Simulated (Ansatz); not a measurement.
System: CH4B, charge 0, doublet. CH4B (SMILES [BH]C, doublet).
B3LYP-D3(BJ)/def2-TZVP minimum from Ansatz (a quantum-chemistry and plane-wave program):
```
C
H 1 1.0906
H 1 1.0970 2 109.30
H 1 1.1021 2 107.26 3 -113.97
B 1 1.5376 2 115.98 4 -117.64
H 5 1.1921 1 128.20 2 -169.04
```
Charge 0, spin multiplicity 2.

Total energies in cc-pVTZ, 11 correlated electrons, 2 frozen orbitals. Radicals and triplets start from unrestricted determinants; spin-orbit coupling is neglected. Cores are frozen in correlated methods. No relativity.

```
method    program  energy (Eh)  minus CCSDT(Q) (mEh)
--------  -------  -----------  --------------------
HF         Ansatz    -64.82765                296.77
MP2        Ansatz    -65.08505                 39.38
CCSD       Ansatz    -65.11379                 10.63
CCSD(T)    Ansatz    -65.12337                  1.05
CCSDT(Q)   Ansatz    -65.12443                  0.00
```

Rough core times of Ansatz's runs on a shared machine: CCSD(T) 30 s, CCSDT(Q) 90 min.
